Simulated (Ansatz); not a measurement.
`C[S][Mg][O][SiH3]` and `C[S][Mg][NH2]` differ in one atom or group.

Ansatz, PBE0-D4/def2-TZVP geometries, multiplicity 1. Each molecule was computed in one conformer, which needn't be the lowest.

```csv
property,`C[S][Mg][O][SiH3]`
HOMO energy (PBE/def2-TZVPP) / eV,-5.58
HOMO–LUMO gap (ωB97M-V/def2-TZVPP) / eV,8.78
HOMO–LUMO gap (B3LYP/def2-TZVPP) / eV,4.79
LUMO energy (B3LYP/def2-TZVPP) / eV,-1.71
LUMO energy (PBE/def2-TZVPP) / eV,-2.16
HOMO energy (B3LYP/def2-TZVPP) / eV,-6.50
```

Question: What does the change do to each property? (Best estimate.)

Answer: Computed: 
| property | `C[S][Mg][NH2]` | shift |
| --- | --- | --- |
| HOMO energy (PBE/def2-TZVPP) / eV | -5.09 | 0.49 |
| HOMO–LUMO gap (ωB97M-V/def2-TZVPP) / eV | 8.86 | 0.08 |
| HOMO–LUMO gap (B3LYP/def2-TZVPP) / eV | 4.90 | 0.11 |
| LUMO energy (B3LYP/def2-TZVPP) / eV | -1.27 | 0.44 |
| LUMO energy (PBE/def2-TZVPP) / eV | -1.69 | 0.47 |
| HOMO energy (B3LYP/def2-TZVPP) / eV | -6.17 | 0.33 |

With PBE0 the HOMO rises by 0.33 eV and the LUMO rises by 0.43 eV, so the gap widens by about 0.10 eV. PBE moves the HOMO by 0.49 eV and ωB97M-V by 0.33 eV.

B3LYP here is the variant with VWN-RPA as its local correlation; programs differ in this.
